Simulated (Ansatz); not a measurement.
```yaml
crystal:
  periodic: [false, false, false]
  atoms:
    - {symbol: S, position_ang: [-1.587400, -1.498429, -0.867195]}
    - {symbol: C, position_ang: [-0.082594, -1.795072, 0.159240]}
    - {symbol: Al, position_ang: [0.386362, 0.076412, 0.060874]}
    - {symbol: C, position_ang: [0.326655, 1.872524, 0.522708]}
    - {symbol: C, position_ang: [1.199809, 1.642679, -0.502743]}
    - {symbol: H, position_ang: [-2.284426, -0.801107, 0.047086]}
    - {symbol: H, position_ang: [-0.328962, -2.314471, 1.082159]}
    - {symbol: H, position_ang: [0.549799, -2.437536, -0.454819]}
    - {symbol: H, position_ang: [0.094357, 2.829974, 0.986986]}
    - {symbol: H, position_ang: [1.809499, 2.373825, -1.031295]}
basis:
  gaussian: {orbitals: def2-TZVPPP}
total_charge: -1
magnetization: {spin_polarized: true, initial_magnetization: 1}
hamiltonian: {xc: {name: r2SCANh}}
output: {forces: true}
```

```sh
$ ansatz run in.yaml --threads 4 --pin off --events-out ev --progress --plain --max-ram 10444MiB
```

Task: How does Ansatz answer? (Best estimate.)

Result: The calculation gave: The program refused the input.
```
Error: <dir> can't be read: No such file or directory (os error 2)
```
